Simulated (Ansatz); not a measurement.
Born–Oppenheimer molecular dynamics of ClGeH3O2 (7 atoms, charge 0, multiplicity 1). It starts at the highest image of a converged band. Of that band: Neighbouring images differ by up to 1.7 eV, so the band resolves the path poorly. A vibrational analysis at the climbing image gives one clearly imaginary mode, 1166i cm⁻¹: a first-order saddle point.

Computed with RKS PBE/def2-SVP in Ansatz 0.2.0.

```json
{
  "ensemble": "NVE (velocity Verlet)",
  "time step": "0.5 fs",
  "steps asked": "200",
  "starting velocities drawn for": "300 K",
  "seed": "8914"
}
```

First frame:

```xyz
7
Properties=species:S:1:pos:R:3
Ge 0.211 0.010 -0.250
O 0.826 0.224 1.628
H 0.738 -0.648 2.077
H 1.695 0.065 0.397
Cl -1.347 1.535 -0.568
O -0.645 -1.570 -0.205
H -1.612 -1.440 -0.266
```

(1) How far do the bonds stretch over the last three quarters of this one trajectory? (Pairs bonded in most of those frames.)

Results:

(1) 
```csv
bond,mean (Å),spread (Å),shortest,longest
Ge1–Cl5,2.290,0.049,2.20,2.35
Ge1–O6,1.827,0.029,1.77,1.86
O2–H3,0.986,0.027,0.92,1.05
O2–H4,1.031,0.113,0.85,1.19
O6–H7,0.982,0.010,0.97,1.00
```

Mean temperature of the second half: 1694 K. The conserved energy stayed within 2 meV per atom of its start (net change 0.034 meV per atom), so the integration is sound. The kinetic energy rose, since the run started high on the potential surface and went downhill. It ends in pieces (ClGeHO + H2O), so much of that is their flight and rotation, not heat. A run of 0.1 ps of so small a system gives no equilibrium averages. The orbitals stay closed-shell, which can raise the energy where a bond breaks towards radicals; this wasn't checked here.

The run took 4.1 min on 2 threads of Arm Neoverse V2, on a shared host, peak memory 0.13 GiB.
